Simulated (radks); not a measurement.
Values are calculated unless marked as measured or tabulated.
Problem. W7+, configuration [Xe] 4f13. Code: a radial shooting solver on a logarithmic mesh with Libxc functionals. Model: Dirac Kohn-Sham, relativistic LDA (MacDonald-Vosko exchange, VWN5 correlation), spin-unpolarised, spherical densities, finite nucleus; open shells fill j = l - 1/2 first; Fermi nuclear charge, rms radius 5.3658 fm.

Spin-orbit splittings of the eigenvalues, e(l+1/2) - e(l-1/2), with zeta = 2 splitting/(2l+1) and mean radii in bohr:

| shell | occ. | splitting (eV) | zeta (eV) | <r> j=l-1/2 | <r> j=l+1/2 |
|---|---|---|---|---|---|
| 2p | 6 | 1335 | 890.2 | 0.06388 | 0.07179 |
| 3p | 6 | ? | ? | 0.1911 | 0.2058 |
| 3d | 10 | 63.22 | 25.29 | 0.1799 | 0.1844 |
| 4p | 6 | 67.63 | 45.09 | 0.4546 | 0.4875 |
| 4d | 10 | 12.60 | 5.038 | 0.5026 | 0.5138 |
| 4f | 13 | 2.365 | 0.6758 | 0.5777 | 0.5853 |
| 5p | 6 | 11.68 | 7.786 | 1.105 | 1.181 |
| 5d | 0 | 1.596 | 0.6384 | 1.421 | 1.446 |

Estimate the 3p splitting.

Solution. 289.0 eV (zeta = 192.7 eV).
